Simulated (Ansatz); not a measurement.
Ag₉⁺, relaxed as a singlet with RKS r2SCAN-D4/def2-SVP in Ansatz, starting from the GFN1-xTB geometry. Force threshold 0.02 eV/Å.

In the def2 sets Ag takes a core potential; there is no spin–orbit coupling. The relaxation made no stability test and no search for a lower SCF solution. The structure comes from a short search, and lower isomers may exist.

Start:

```xyz
9

Ag    0.7529   -1.4159    0.0444
Ag   -1.5033    0.4962   -0.2415
Ag   -0.4027   -0.8575   -2.4869
Ag    0.6240    0.9664    1.6445
Ag   -1.2313   -1.1367    2.0617
Ag    1.1175    1.1598   -1.1938
Ag   -0.5444    3.0343    0.1154
Ag   -1.8524   -2.2577   -0.4789
Ag    3.0397    0.0111    0.5352
```

(1) Estimate the energy that the relaxation releases and the steps that it takes.

(2) Does the start keep its bonding and symmetry?

(3) Predict the relaxed structure.

## Answers

(1) 0.07 eV, in 3 steps; 1.8 min on 4 threads of Arm Neoverse N1 on a shared host. No frequencies were taken in this run, so the end may be a saddle point.

(2) By distances, no bond broke or formed. The bond that changes most is Ag1–Ag9, from 2.74 to 2.67 Å (atoms count from 1). Point group C2v at the start, C2v at the end, both within 0.05 Å; within 0.015 Å the end is C2.

(3) 
```csv
atom,x (Å),y (Å),z (Å)
Ag1,0.7492,-1.3940,0.0450
Ag2,-1.4843,0.4962,-0.2361
Ag3,-0.3891,-0.8289,-2.4594
Ag4,0.6110,0.9507,1.6108
Ag5,-1.2042,-1.1153,2.0470
Ag6,1.1009,1.1381,-1.1687
Ag7,-0.5683,2.9826,0.1018
Ag8,-1.8073,-2.2048,-0.4670
Ag9,2.9921,-0.0247,0.5266
```
Bond lengths (bridged metal pairs left out): 22 × Ag–Ag 2.67 to 2.94 Å.
